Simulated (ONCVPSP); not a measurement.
An all-electron radial function and its pseudo partner (Mn (Z = 25))

Columns: radius, all-electron u(r) and pseudo u(r) of the 3p shell (level -54.48 eV) of manganese in the configuration [Ne] 3s2 3p6 3d5 4s2; PBEsol, scalar-relativistic, ONCV scheme, ONCVPSP 4.0.1.

```csv
r (bohr),all-electron,pseudo
0.072,-0.3734,0.0269
0.145,-0.5905,0.1064
0.217,-0.4480,0.2284
0.290,-0.1162,0.3833
0.362,0.2486,0.5505
0.435,0.5751,0.7176
0.507,0.8228,0.8654
0.580,0.9933,0.9865
0.652,1.0902,1.0709
0.725,1.1300,1.1177
0.798,1.1257,1.1257
0.870,1.0905,1.0994
0.942,1.0351,1.0466
1.015,0.9665,0.9757
1.088,0.8913,0.8965
1.160,0.8151,0.8172
1.232,0.7397,0.7403
1.305,0.6662,0.6663
1.378,0.5969,0.5969
1.450,0.5334,0.5334
1.522,0.4749,0.4749
1.595,0.4209,0.4209
1.668,0.3721,0.3721
1.740,0.3288,0.3288
1.812,0.2900,0.2900
1.885,0.2550,0.2550
```

(1) How many radial nodes do the two functions have?

(2) At about which radius was the pseudo-wave matched?

(3) Is the pseudo-wave norm-conserving?

## Answers

(1) The all-electron 3p function has n − l − 1 = 1; the pseudo-wave has 0, since the states of the same l below it are removed with the core.

(2) 1.45 bohr. The columns agree to 0.0005 from 1.30 bohr on; several derivatives are matched, so the curves merge somewhat inside the radius.

(3) Yes: the ONCV scheme keeps the norm inside the radius equal to the all-electron one, which fixes the energy derivative of the logarithmic derivative at the level.
